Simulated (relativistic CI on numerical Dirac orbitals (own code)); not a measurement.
Crystal-field levels of Tb4+, 4f7

Calculated by Dirac-Coulomb-Breit CI, orbitals from a KLI potential per configuration, QED by a radiative potential, valence Slater integrals scaled by 0.7, one configuration in a parametric crystal field (own radial code).

Field parameters in Wybourne normalisation; cubic f-shell fields have B⁴₄ = √(5/14) B⁴₀ and B⁶₄ = −√(7/2) B⁶₀. The field is a parameter set, without covalency.

S and J are read from ⟨S²⟩ = S(S + 1) and ⟨J²⟩ = J(J + 1) of each level; they are not fictitious spins.

D4h, B20 = 1370, B40 = -570, B44 = -1080, B60 = -660, B64 = 520 cm⁻¹, the lowest 10 levels:

```tsv
E (cm⁻¹)	Degeneracy	Irrep	S	J
0.0	2	Γ6	3.45	3.50
1.9	2	Γ7	3.45	3.50
3.1	2	Γ7	3.45	3.50
3.6	2	Γ6	3.45	3.50
27781	2	Γ6	2.41	3.52
27943	2	Γ7	2.41	3.51
28056	2	Γ7	2.41	3.51
28090	2	Γ6	2.41	3.51
28814	2	Γ7	2.46	2.54
28918	2	Γ7	2.46	2.53
```

Principal g values of the ground doublet: 0.00, 0.00, 13.91.

Oh, B40 = 1150, B60 = 180 cm⁻¹, the lowest 10 levels:

```csv
E (cm⁻¹),Degeneracy,Irrep,S,J
0.0,2,Γ7,3.45,3.50
0.1,4,Γ8,3.45,3.50
0.1,2,Γ6,3.45,3.50
27960,2,Γ7,2.41,3.50
27984,4,Γ8,2.41,3.50
28008,2,Γ6,2.41,3.50
28903,2,Γ7,2.46,2.51
28933,4,Γ8,2.46,2.51
29765,4,Γ8,2.47,1.53
30944,2,Γ7,2.38,3.50
```

Principal g values of the ground doublet: 5.96, 5.96, 5.96.

The next free-ion level lies 27992 cm⁻¹ above the lowest; the field splits the ground level into components whose J stays near 7/2 as long as their spread is small against that gap.

Levels of this model without a field, named by their leading LS term (the scale mimics covalency, so terms lie below those of the real free ion): 8S°_7/2 0, 6P°_7/2 27992, 6P°_5/2 28933, 6P°_3/2 29776, 6I°_7/2 30986, 6I°_9/2 31575, 6I°_17/2 31595, 6I°_11/2 32023 cm⁻¹.
